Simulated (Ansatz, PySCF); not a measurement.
Species: silanone, sum formula H2SiO, net charge 0, singlet state. SMILES: O=[SiH2]
Structure (B3LYP-D3(BJ)/def2-TZVP (Ansatz, a first-principles code) minimum search):
```xyz
4

Si     0.0729    -0.4313    -0.0029
O     -0.1804     1.0669     0.0071
H     -0.9986    -1.4531    -0.0255
H      1.4209    -1.0442     0.0090
```
Charge 0, spin multiplicity 1.

Quantity: atomisation energy (electronic, to ground-state atoms), in eV. Valence correlation only, unless marked. UHF or UKS for open shells. No spin-orbit coupling. No relativistic terms. The coupled-cluster limit lacks core correlation, which all-electron functionals hold. CBS marks a two-point X^-3 extrapolation of the correlation energy; Hartree-Fock from the larger set. [CCSD(T)-MP2]/basis is that difference in the basis named.

| level | program | atomisation energy (eV) | rough core time |
|---|---|---|---|
| HF/aug-cc-pV(Q+d)Z | Ansatz | 8.75 | - |
| HF-D3(BJ)/def2-TZVPD | PySCF + dftd3 | 9.20 | - |
| PBE0/6-31G* | Ansatz | 12.37 | under 20 s |
| PBE0/def2-QZVPP | Ansatz | 12.77 | under 20 s |
| LC-wPBE-D3(BJ)/def2-TZVPD | Ansatz + dftd3 | 12.90 | under 20 s |
| LC-wPBE/def2-TZVPD | Ansatz | 12.86 | under 20 s |
| wB97M-V/def2-TZVPD | Ansatz | 13.14 | under 20 s |
| MP2/CBS(aug-cc-pV(T+d)Z,aug-cc-pV(Q+d)Z) | Ansatz | 13.64 | - |
| SCS-MP2/cc-pV(T+d)Z | Ansatz | 13.08 | - |
| CCSD/cc-pV(T+d)Z | Ansatz | 12.44 | - |
| CCSD(T)/def2-TZVPPD | Ansatz | 12.79 | under 20 s |
| CCSDT/cc-pV(D+d)Z | Ansatz | 11.70 | under 20 s |
| RI-MP2/CBS(def2-TZVPPD,def2-QZVPPD)+[CCSD(T)-MP2]/def2-SVPD | Ansatz | 13.19 | under 20 s |
| RI-MP2/CBS(def2-TZVPP,def2-QZVPP)+[CCSD(T)-MP2]/def2-QZVPP | Ansatz | 13.21 | 22 s |
| CCSD(T)/CBS(aug-cc-pV(T+d)Z,aug-cc-pV(Q+d)Z) | Ansatz | 13.24 | - |

Core times are rough, on shared machines, summed over the molecules involved; a dash marks a level read off another run, or run on other hardware, by another program or under a memory cap.
